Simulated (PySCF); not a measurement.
CH2Cl2, charge +1, doublet, geometry from GFN2-xTB (a state made from the parent by changing its charge; the spin is typed, not shown lowest); PySCF with CASCI(5,6)/cc-pVDZ.

The PySCF input:
```python
from pyscf import gto, scf, mcscf
import numpy

mol = gto.M(
    atom='''
Cl   -1.484138    0.203656    0.009285
C     0.003790   -0.724832    0.055243
Cl    1.481947    0.215317   -0.041217
H     0.022023   -1.319393    0.988749
H    -0.007519   -1.454151   -0.777365
''',
    basis='cc-pvdz',
    charge=1,
    spin=1,
    verbose=4,
)

mf = scf.ROHF(mol)
mf.kernel()
mc = mcscf.CASCI(mf, 6, 5)
mc.fix_spin_(ss=0.75)
mc.kernel()
occ = numpy.linalg.eigvalsh(mc.fcisolver.make_rdm1(mc.ci, mc.ncas, mc.nelecas))[::-1]
ss = mc.fcisolver.spin_square(mc.ci, mc.ncas, mc.nelecas)[0]
print('natural occupations', occ.round(4), ' <S^2>', round(ss, 4))
```

Task: Write the output that PySCF gives for this input, abridged.

Result: 
```
PySCF version 2.14.0

[INPUT] verbose = 4
[INPUT] num. atoms = 5
[INPUT] num. electrons = 41
[INPUT] charge = 1
[INPUT] spin (= nelec alpha-beta = 2S) = 1
[INPUT] symmetry False subgroup None
[INPUT] Mole.unit = angstrom
[INPUT] Symbol           X                Y                Z      unit          X                Y                Z       unit  Magmom
[INPUT]  1 Cl    -1.484138000000   0.203656000000   0.009285000000 AA   -2.804614351060   0.384854063624   0.017546107067 Bohr   0.0
[INPUT]  2 C      0.003790000000  -0.724832000000   0.055243000000 AA    0.007162062012  -1.369733966321   0.104394140299 Bohr   0.0
[INPUT]  3 Cl     1.481947000000   0.215317000000  -0.041217000000 AA    2.800473961121   0.406890159963  -0.077888841676 Bohr   0.0
[INPUT]  4 H      0.022023000000  -1.319393000000   0.988749000000 AA    0.041617438441  -2.493291420668   1.868464815938 Bohr   0.0
[INPUT]  5 H     -0.007519000000  -1.454151000000  -0.777365000000 AA   -0.014208850731  -2.747947133762  -1.469006948823 Bohr   0.0

nuclear repulsion = 134.395762134663
number of shells = 21
number of NR pGTOs = 122
number of NR cGTOs = 60
basis = cc-pvdz
ecp = {}

******** <class 'pyscf.scf.rohf.ROHF'> ********
method = ROHF
initial guess = minao
damping factor = 0
level_shift factor = 0
DIIS = <class 'pyscf.scf.diis.CDIIS'>
diis_start_cycle = 1
diis_space = 8
diis_damp = 0
SCF conv_tol = 1e-09
SCF conv_tol_grad = None
SCF max_cycles = 50
direct_scf = True
direct_scf_tol = 1e-13
num. doubly occ = 20  num. singly occ = 1
Set gradient conv threshold to 3.16228e-05
init E= -958.32182066121
  HOMO = -0.330815655536086  LUMO = 0.0586827520335831  gap/eV = 10.59879
cycle= 1 E= -957.432770045038  delta_E= 0.889  |g|= 0.686  |ddm|= 1.36
  HOMO = -0.648728779666218  LUMO = -0.202740843083782  gap/eV = 12.13595
cycle= 2 E= -957.509465840743  delta_E= -0.0767  |g|= 0.615  |ddm|= 0.734
  HOMO = -0.591347034574794  LUMO = -0.108787045425171  gap/eV = 13.13113
cycle= 3 E= -957.605935988319  delta_E= -0.0965  |g|= 0.0538  |ddm|= 0.298
  HOMO = -0.562419643996948  LUMO = -0.0862517960681091  gap/eV = 12.95719
cycle= 4 E= -957.608001998549  delta_E= -0.00207  |g|= 0.0201  |ddm|= 0.0636
  HOMO = -0.56485384742422  LUMO = -0.0865178532687612  gap/eV = 13.01619
cycle= 5 E= -957.608400173725  delta_E= -0.000398  |g|= 0.00642  |ddm|= 0.0278
  HOMO = -0.565389436213362  LUMO = -0.0861423424271552  gap/eV = 13.04098
cycle= 6 E= -957.60849144454  delta_E= -9.13e-05  |g|= 0.00326  |ddm|= 0.0145
  HOMO = -0.565509092838165  LUMO = -0.0861201181627211  gap/eV = 13.04484
cycle= 7 E= -957.608504839936  delta_E= -1.34e-05  |g|= 0.0008  |ddm|= 0.0059
  HOMO = -0.565464818225088  LUMO = -0.0861102583622437  gap/eV = 13.04390
cycle= 8 E= -957.608505960122  delta_E= -1.12e-06  |g|= 0.000186  |ddm|= 0.00207
  HOMO = -0.565475593324009  LUMO = -0.0861193010546559  gap/eV = 13.04395
cycle= 9 E= -957.608505997555  delta_E= -3.74e-08  |g|= 3.77e-05  |ddm|= 0.000405
  HOMO = -0.565480285120636  LUMO = -0.0861191670260379  gap/eV = 13.04408
cycle= 10 E= -957.608505998991  delta_E= -1.44e-09  |g|= 9.08e-06  |ddm|= 9.25e-05
  HOMO = -0.565480130909466  LUMO = -0.0861191046457508  gap/eV = 13.04408
cycle= 11 E= -957.608505999127  delta_E= -1.36e-10  |g|= 6.39e-06  |ddm|= 2.01e-05
  HOMO = -0.565479987621903  LUMO = -0.0861190405836685  gap/eV = 13.04408
Extra cycle  E= -957.608505999299  delta_E= -1.71e-10  |g|= 1.05e-05  |ddm|= 2.02e-05
converged SCF energy = -957.608505999299

******** <class 'pyscf.mcscf.casci.CASCI'> ********
CAS (3e+2e, 6o), ncore = 18, nvir = 36
natorb = False
canonicalization = True
sorting_mo_energy = False
******** <class 'pyscf.fci.addons.SpinPenaltyFCISolver'> ********
max. cycles = 200
conv_tol = 1e-08
davidson only = True
linear dependence = 1e-12
level shift = 0.001
max iter space = 12
nroots = 1
pspace_size = 400
spin = None
Density matrix diagonal elements [1.98691466e+00 1.98742894e+00 1.01120523e+00 1.08421517e-02
 1.04269242e-03 2.56632981e-03]
CASCI converged
CASCI E = -957.614826774460  E(CI) = -6.70834362376991  S^2 = 0.7500000
natural occupations [1.9874e+00 1.9871e+00 1.0112e+00 1.3400e-02 8.0000e-04 0.0000e+00]  <S^2> 0.75
```
